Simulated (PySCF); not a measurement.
# Two-component Hartree-Fock for Os(49+) (osmium, charge +49)

Start: [Ar] 3d9; 3d3/2 filled at m_j = -3/2, -1/2, +1/2, +3/2; 3d5/2 filled at m_j = -3/2, -1/2, +1/2, +3/2, +5/2. Calculated with PySCF 2.14 in an even-tempered Gaussian basis (15 s from 13 bohr⁻², ratio 2.8; 13 p from 16 bohr⁻², ratio 2.8; 8 d from 16 bohr⁻², ratio 2.8; 3 f from 61 bohr⁻², ratio 3): generalised Hartree-Fock with the X2C-1e Hamiltonian and a Gaussian nucleus; one run each with spin-orbit coupling (SO) switched off, then screened by Boettger's factors.

```tsv
spinor shell	electrons	ε, spin-free (eV)	ε, screened SO (eV)	weight of nominal j (screened SO)	rms radius, screened SO (bohr)
1s1/2	2	-76998.7	-76974.2	1.000	0.0200
2s1/2	2	-15734.2	-15726.4	1.000	0.0808
2p1/2	2	-14058.7	-15164.9	1.000	0.0685
2p3/2	4	-14058.7	-13615.4	1.000	0.0760
3s1/2	2	-5582.1	-5579.8	1.000	0.202
3p1/2	2	-5076.9	-5339.1	1.000	0.193
3p3/2	4	-5076.9	-4969.8	1.000	0.208
3d3/2	4	-4544.3	-4591.7	0.997	0.181
3d5/2	5	-4544.3	-4511.2	0.998	0.184
```

```tsv
quantity	spin-free	screened SO
E (hartree)	-15412.30515	-15435.32343
M_J	5/2	5/2
⟨J²⟩	8.750	8.750
⟨L²⟩	6.000	6.068
⟨S²⟩	0.750	0.818
```

Each row is a mean over spinors that exchange with the open shell spreads, by up to 27.873 eV (3p3/2).

Breit and QED terms are absent; they matter most for the inner s and p1/2 levels.

Densities and radii are taken from the X2C orbitals without a picture-change correction, which distorts them close to the nucleus.

Without spin-orbit coupling the j labels of p, d and f shells carry no meaning; the spin-free column gives the mean over the occupied spinors of each nl shell.
